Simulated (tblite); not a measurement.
C4H6AlF.
Atom-mapped SMILES: `[CH2:1]=[CH:2][C:3](=[CH2:4])[AlH:5][F:6]` (hydrogens: H7, H8 on C1; H9 on C2; H10, H11 on C4; H12 on Al5)

Computed with GFN2-xTB (tblite), gas phase: L-BFGS steps from a force-field or distance-geometry start until the largest atomic force falls under 0.01 eV/Å.

Step 0: E = -474.3030 eV
```
atom  x, y, z in Å  |  force x, y, z in eV/Å
C1     -1.7406    0.9854   -0.2546   -0.335   0.197  -0.061
C2     -1.1307   -0.1617   -0.4972    1.145  -0.093   0.501
C3      0.2819   -0.4538   -0.0783   -1.413   1.019  -0.198
C4      0.8016   -1.6341   -0.3736    0.362  -0.853  -0.084
Al5     1.4407    0.8549    0.8880    1.488  -0.072   0.473
F6      3.1207    0.3927    1.3176   -2.164   0.648  -0.522
H7     -1.2708    1.8146    0.2523    0.078  -0.104  -0.011
H8     -2.7661    1.1248   -0.5770    0.158   0.113   0.096
H9     -1.6780   -0.9415   -1.0051    0.123  -0.222  -0.074
H10     0.2247   -2.4010   -0.8799    0.169  -0.041  -0.018
H11     1.8167   -1.8876   -0.0867   -0.057  -0.044  -0.060
H12     0.9010    2.3067    1.2685    0.447  -0.547  -0.042
```

Step 1: E = -474.4310 eV
```
atom  x, y, z in Å  |  force x, y, z in eV/Å
C1     -1.7454    0.9882   -0.2555    0.207  -0.252  -0.037
C2     -1.1144   -0.1631   -0.4901   -0.168   0.273   0.135
C3      0.2617   -0.4392   -0.0811    0.278  -0.525  -0.176
C4      0.8068   -1.6463   -0.3748   -0.475   0.823   0.259
Al5     1.4620    0.8539    0.8947    0.722  -0.087   0.188
F6      3.0898    0.4020    1.3102   -1.603   0.500  -0.377
H7     -1.2696    1.8131    0.2522    0.050  -0.065  -0.007
H8     -2.7639    1.1264   -0.5756   -0.024   0.097   0.023
H9     -1.6763   -0.9447   -1.0061    0.319  -0.003   0.092
H10     0.2271   -2.4016   -0.8802    0.088  -0.189  -0.092
H11     1.8159   -1.8883   -0.0876    0.127  -0.069   0.005
H12     0.9074    2.2989    1.2679    0.478  -0.504  -0.014
```

**Question.** Estimate the geometry and energy of step 2. (The exact step hangs on the optimiser's Hessian estimate; all steps are aligned on step 1, rigid shifts and turns removed.)

**Answer.** E = -474.5069 eV, largest force 0.853 eV/Å
```
atom  x, y, z in Å  |  force x, y, z in eV/Å
C1     -1.7444    0.9851   -0.2568    0.142   0.096   0.091
C2     -1.1074   -0.1586   -0.4830   -0.582  -0.108  -0.218
C3      0.2545   -0.4403   -0.0862    0.752  -0.033   0.240
C4      0.8009   -1.6380   -0.3706   -0.171   0.153   0.064
Al5     1.4891    0.8516    0.9026   -0.796   0.087  -0.295
F6      3.0397    0.4174    1.2982   -0.259   0.129  -0.035
H7     -1.2680    1.8109    0.2520    0.025  -0.074  -0.021
H8     -2.7629    1.1293   -0.5743   -0.011   0.054   0.011
H9     -1.6690   -0.9467   -1.0050    0.373   0.117   0.173
H10     0.2303   -2.4056   -0.8821    0.143  -0.044   0.003
H11     1.8179   -1.8900   -0.0880   -0.098   0.043  -0.030
H12     0.9206    2.2843    1.2673    0.482  -0.422   0.019
```

The energy changes by -0.0759 eV. The first-order estimate −F·Δx gives -0.1442 eV and the mean of the old and new forces, exact on a quadratic surface, -0.0705 eV. The step makes an angle of 27° with the force vector and moves no atom by more than 0.054 Å.

What follows is the cost of the whole relaxation. Hardware: Intel Xeon 6975P-C, one thread, on a shared host. Cost: 0.13 s.
